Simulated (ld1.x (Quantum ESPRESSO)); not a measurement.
lutetium (Lu) PAW: all-electron and pseudo phase curves

Lu, PAW, made with ld1.x (Quantum ESPRESSO) 7.5 (PBEsol, fully relativistic). Core [Kr] 4d10, reference 4f14 5s2 5p6 5d1 6s1.75 6p0.25. Waves: 5s (bound): rcut 1.50, rcutus 1.65 bohr; 6s (bound): rcut 1.50, rcutus 1.65 bohr; 5p (bound): rcut 1.85, rcutus 2.45 bohr; 6p (bound): rcut 1.85, rcutus 2.45 bohr; 5d (bound): rcut 2.30, rcutus 2.90 bohr; 5d channel at 1.55 Ry: rcut 2.30, rcutus 2.90 bohr; 4f (bound): rcut 0.45, rcutus 0.60 bohr; 4f channel at 1.25 Ry: rcut 0.45, rcutus 0.60 bohr. Local part: all-electron potential smoothed inside 1.55 bohr (lloc = -1). Core correction: a·sin(br)/r model core inside 0.30 bohr. Augmentation charge: BESSEL, radius 0.35 bohr.

Open shells are filled in proportion to 2j + 1 (rel_dist='average').

The phase is arctan(r·u′/u) with u = r·R(r), unwrapped; energies in Ry, scanned from -7 to 5 Ry. A pole is an energy at which the radial function vanishes at the test radius. The pseudo phase is shifted by a multiple of π to meet the all-electron one at the reference energy, and phase errors are pseudo minus all-electron; the curves can meet again beyond the range given. Levels narrower than the energy grid can be missing from the lists of poles.

Question: For each channel, where are the poles, and over which energies does the pseudopotential scatter like the atom?

Answer:

| channel | radius (bohr) | reference energy (Ry) | poles, all-electron | poles, pseudo | unbroken range about the reference energy with phases within 0.05 rad | phase error 1 Ry above the reference energy (rad) |
| --- | --- | --- | --- | --- | --- | --- |
| p1/2 | 3.14 | -0.13 | -2.69, 2.22 | -2.94, -2.90, -2.69, 1.87 | -2.7 to 2.0 | -0.034 |
| p3/2 | 3.14 | -0.10 | -2.16, 2.60 | -3.87, -2.16, 2.25 | -3.8 to 2.5 | -0.035 |
| d3/2 | 3.14 | -0.17 | 0.30, 4.63 | -0.34, 0.25, 3.62 | -0.2 to 1.9 | -0.017 |
| d5/2 | 3.14 | -0.14 | 0.37, 4.73 | -0.80, 0.34, 3.79 | -0.3 to 1.9 | -0.010 |
| f5/2 | 3.14 | -0.80 | -0.78, 2.96 | -0.78, 2.96 | the whole range | +0.000 |
| f7/2 | 3.14 | -0.69 | -0.68, 2.98 | -0.68, 2.98 | the whole range | +0.000 |

The ghost test of this file was not conclusive.

Phases in the f7/2 channel:

```
E (Ry)  all-electron  pseudo
 -7.00         1.455   1.455
 -6.74         1.453   1.453
 -6.48         1.451   1.451
 -6.22         1.449   1.449
 -5.96         1.446   1.446
 -5.70         1.444   1.444
 -5.44         1.441   1.441
 -5.18         1.438   1.438
 -4.92         1.435   1.435
 -4.66         1.432   1.432
 -4.40         1.429   1.429
 -4.14         1.425   1.425
 -3.88         1.421   1.421
 -3.62         1.416   1.416
 -3.36         1.411   1.411
 -3.10         1.406   1.406
 -2.84         1.400   1.400
 -2.58         1.393   1.393
 -2.32         1.386   1.386
 -2.06         1.377   1.377
 -1.80         1.367   1.367
 -1.54         1.355   1.355
 -1.28         1.341   1.341
 -1.02         1.321   1.321
 -0.76         1.264   1.264
 -0.50        -1.833  -1.833
 -0.24        -1.874  -1.874
  0.02        -1.917  -1.917
  0.28        -1.975  -1.975
  0.54        -2.065  -2.065
  0.80        -2.221  -2.220
  1.06        -2.538  -2.538
  1.32        -3.203  -3.203
  1.58        -3.929  -3.929
  1.84        -4.296  -4.296
  2.10        -4.474  -4.474
  2.36        -4.576  -4.576
  2.62        -4.644  -4.644
  2.88        -4.696  -4.696
  3.14        -4.739  -4.739
  3.40        -4.779  -4.779
  3.66        -4.820  -4.820
  3.92        -4.867  -4.867
  4.18        -4.929  -4.928
  4.44        -5.021  -5.021
  4.70        -5.193  -5.192
  4.96        -5.613  -5.609
```
